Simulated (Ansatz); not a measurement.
`C[N](C)[In]([OH])[F]` and `CN(C)B(O)F` differ in one element.

Ansatz, PBE0-D4/def2-TZVP geometries, multiplicity 1. Each molecule was computed in one conformer, which needn't be the lowest.

Elements past krypton have def2 core potentials.

```json
{"property": "HOMO energy (PBE0/def2-TZVPP) / eV", "`C[N](C)[In]([OH])[F]`": "-6.53"}
{"property": "HOMO–LUMO gap (B3LYP/def2-TZVPP) / eV", "`C[N](C)[In]([OH])[F]`": "4.29"}
{"property": "HOMO energy (B3LYP/def2-TZVPP) / eV", "`C[N](C)[In]([OH])[F]`": "-6.36"}
{"property": "HOMO–LUMO gap (PBE0/def2-TZVPP) / eV", "`C[N](C)[In]([OH])[F]`": "4.82"}
{"property": "LUMO energy (PBE/def2-TZVPP) / eV", "`C[N](C)[In]([OH])[F]`": "-2.63"}
{"property": "HOMO energy (PBE/def2-TZVPP) / eV", "`C[N](C)[In]([OH])[F]`": "-5.26"}
```

Q: Give the same properties after the change, and the shifts. (Estimate.)

A: Computed: 
```csv
property,`CN(C)B(O)F`,shift
HOMO energy (PBE0/def2-TZVPP) / eV,-7.01,-0.48
HOMO–LUMO gap (B3LYP/def2-TZVPP) / eV,6.96,2.67
HOMO energy (B3LYP/def2-TZVPP) / eV,-6.81,-0.45
HOMO–LUMO gap (PBE0/def2-TZVPP) / eV,7.53,2.71
LUMO energy (PBE/def2-TZVPP) / eV,-0.32,2.31
HOMO energy (PBE/def2-TZVPP) / eV,-5.65,-0.39
```

With PBE0 the HOMO falls by 0.48 eV and the LUMO rises by 2.22 eV, so the gap widens by about 2.70 eV. PBE moves the HOMO by -0.39 eV and ωB97M-V by -0.49 eV.

B3LYP here is the variant with VWN-RPA as its local correlation; programs differ in this.
